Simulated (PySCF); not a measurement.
Compound: 4-chloronortricyclene, C7H9Cl.
Numbering: `[Cl:1][C@:2]12[CH2:3][C@@H:4]3[C@H:5]([CH2:6]1)[C@@H:7]3[CH2:8]2` (hydrogens: H9, H10 on C3; H11 on C4; H12 on C5; H13, H14 on C6; H15 on C7; H16, H17 on C8)

Geometry (PBE0-D3(BJ)/def2-SVP, Å), atoms numbered from 1 in this order:
```
atom  x, y, z in Å
Cl1   -1.0394    1.8133   -3.2211
C2    -0.6574    0.9776   -1.7077
C3    -0.6653   -0.5545   -1.7711
C4    -0.3000   -0.7796   -0.3172
C5    -0.8893    0.3715    0.4667
C6    -1.5975    1.2663   -0.5310
C7     0.5777    0.3793    0.0993
C8     0.7231    1.2786   -1.1119
H9     0.0827   -0.9394   -2.4810
H10   -1.6560   -0.9481   -2.0453
H11   -0.1859   -1.7741    0.1164
H12   -1.2246    0.2549    1.4982
H13   -1.5917    2.3314   -0.2537
H14   -2.6315    0.9573   -0.7475
H15    1.3609    0.2685    0.8506
H16    1.5362    0.9797   -1.7910
H17    0.8378    2.3444   -0.8619
```

Level: PBE0/def2-SVPD in PySCF, non-relativistic, on one gas-phase PBE0-D3(BJ)/def2-SVP geometry that isn't relaxed in the solvent. The solvent is an IEF-PCM continuum (van der Waals radii × 1.2). The model holds no explicit solvent molecules, cavitation or dispersion.

Gas phase at PBE0/def2-SVPD: HOMO -8.04 eV, LUMO 0.51 eV, dipole 2.35 D.

**Question.** What does the continuum do to the energy, the frontier levels and the dipole at PBE0/def2-SVPD in acetonitrile and water?

**Answer.** 
| solvent | ε | E(solvent) − E(gas) (kJ/mol) | polarisation term (kJ/mol) | distortion of the solute (kJ/mol) | HOMO (eV) | LUMO (eV) | dipole (D) |
| --- | --- | --- | --- | --- | --- | --- | --- |
| acetonitrile | 35.69 | -12.03 | -13.68 | 1.65 | -7.84 | 0.63 | 3.07 |
| water | 78.36 | -12.33 | -14.06 | 1.73 | -7.84 | 0.63 | 3.09 |

The polarisation term is half the interaction of the solute with the surface charges that it induces; the rest is the cost of distorting the solute's density. The sum is the electrostatic part of solvation alone. The atom shares or the degeneracy of the LUMO differ from the gas phase in acetonitrile and water, so that column needn't follow one orbital. From acetonitrile to water the lowering changes by a factor 1.02, Onsager's factor (ε − 1)/(2ε + 1) by 1.02 and ε itself by 2.2.

**Question.** Which radius a makes the point-dipole formula ΔE = −[(ε − 1)/(2ε + 1)]·μ²/a³ give the value in water, with the gas-phase dipole?

**Answer.** μ = 0.926 au and |ΔE| = 0.00469 Eh give a = 2.37 Å; the farthest nucleus lies 2.82 Å from the centroid of the nuclei, so such a sphere wouldn't even hold the nuclei. The formula assumes a rigid point dipole at the centre of a sphere.

**Question.** Give the dipole vector in the frame of the coordinates (D, pointing from negative to positive charge), gas and water.

**Answer.** Gas (0.51, -1.11, 2.01), solvent (0.67, -1.46, 2.64). Its length changes by +31 % and its direction by less than 1°.

**Question.** How does the static polarisability (PBE0/def2-SVPD, frozen core, with the continuum's full static response) change?

**Answer.** 
```json
{"medium": "gas", "isotropic (au)": "85.4", "principal values (au)": "79.9, 79.9, 96.3", "⟨r²⟩ of the electrons (bohr²)": "968.8"}
{"medium": "acetonitrile", "isotropic (au)": "118.9", "principal values (au)": "113.7, 113.7, 129.4", "⟨r²⟩ of the electrons (bohr²)": "968.7"}
{"medium": "water", "isotropic (au)": "120.1", "principal values (au)": "114.9, 114.9, 130.4", "⟨r²⟩ of the electrons (bohr²)": "968.7"}
```

The isotropic value in water is 1.41 times the gas-phase one; no cavity-field correction is applied. ⟨r²⟩ is taken about the centre of nuclear charge.
